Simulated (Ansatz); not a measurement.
`F[SiH2][SiH2]S` + `CF` → `FC[SiH2][SiH2]F` + H₂S  (formal exchange of groups at the Si–S bond)

Program: Ansatz. Geometries: PBE0-D4/def2-TZVP. ΔE: electronic, gas phase. CCSD(T)/CBS adds triple-zeta CCSD(T) − MP2 to the extrapolated MP2 energy (def2 sets, frozen cores). This one scheme is used for every species. DFT in def2-TZVPP. Each species was taken in one conformer, which may not be the lowest.

`F[SiH2][SiH2]S`:

```xyz
9

F    -1.528    0.071    1.527
Si   -1.342   -0.204   -0.048
Si    0.962   -0.294   -0.462
S     1.867    1.445    0.402
H    -2.051   -1.470   -0.371
H    -1.974    0.921   -0.783
H     1.239   -0.202   -1.919
H     1.558   -1.555    0.058
H     1.268    1.288    1.596
```

`CF`:

Z-matrix (Å, degrees):
```
C
F 1 1.376
H 1 1.092 2 109.1
H 1 1.092 2 109.1 3 -120.0
H 1 1.092 2 109.1 3 120.0
```

`FC[SiH2][SiH2]F`:

Cartesian coordinates in Å:
```
F -2.158 -0.302 -0.591
C -1.107 -1.211 -0.540
Si 0.231 -0.587 0.657
Si 0.912 1.573 0.050
F 1.418 1.538 -1.476
H -0.704 -1.327 -1.552
H -1.508 -2.180 -0.225
H -0.303 -0.561 2.046
H 1.377 -1.537 0.597
H 2.043 2.043 0.893
H -0.200 2.552 0.141
```

H₂S:

Z-matrix (Å, degrees):
```
S
H 1 1.341
H 1 1.341 2 92.3
```

```json
{"level": "PBE-D4", "ΔE (kJ/mol)": "76.5", "difference from CCSD(T)/CBS": "-2.0"}
{"level": "r2SCANh-D4", "ΔE (kJ/mol)": "79.7", "difference from CCSD(T)/CBS": "1.2"}
{"level": "CAM-B3LYP-D4", "ΔE (kJ/mol)": "73.1", "difference from CCSD(T)/CBS": "-5.4"}
{"level": "ωB97M-V", "ΔE (kJ/mol)": "74.6", "difference from CCSD(T)/CBS": "-3.9"}
{"level": "MP2/def2-SVP", "ΔE (kJ/mol)": "75.9", "difference from CCSD(T)/CBS": "-2.6"}
{"level": "SCS-MP2/def2-TZVPP", "ΔE (kJ/mol)": "79.6", "difference from CCSD(T)/CBS": "1.1"}
{"level": "HF/def2-QZVPP", "ΔE (kJ/mol)": "81.2", "difference from CCSD(T)/CBS": "2.7"}
{"level": "HF/CBS(def2)", "ΔE (kJ/mol)": "81.1", "difference from CCSD(T)/CBS": "2.6"}
{"level": "MP2/CBS(def2)", "ΔE (kJ/mol)": "85.0", "difference from CCSD(T)/CBS": "6.5"}
{"level": "CCSD/CBS(def2)", "ΔE (kJ/mol)": "78.1", "difference from CCSD(T)/CBS": "-0.4"}
{"level": "CCSD(T)/CBS", "ΔE (kJ/mol)": "78.5", "difference from CCSD(T)/CBS": "0"}
```

Largest T1 diagnostic among the species: 0.012.

From PBE to PBE0 (25 % exact exchange), in def2-TZVPP and without D4, ΔE moves by +3.3 kJ/mol. At CCSD(T), def2-SVP lies −7.6 kJ/mol from the extrapolated value and def2-TZVPP −2.9 kJ/mol.
